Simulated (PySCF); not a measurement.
1,3-disilinane (C4H12Si2), SMILES C1C[SiH2]C[SiH2]C1.

Geometry: ωB97X-D3(BJ)/def2-SVP. One conformer was computed; it need not be the lowest.

These are B3LYP/def2-TZVP (PySCF) values and carry that method's errors.

Gas-phase values at a fixed geometry.

Computed frontier levels, gap, dipole moment:
The highest occupied level is -7.63 eV, the lowest empty level comes out as 0.45 eV and the orbital gap is 8.08 eV. The dipole moment is 0.200 e·Å and the quadrupole, principal values (traceless, Buckingham form, about the centre of nuclear charge) is -3.81, 0.60, 3.21 D·Å.
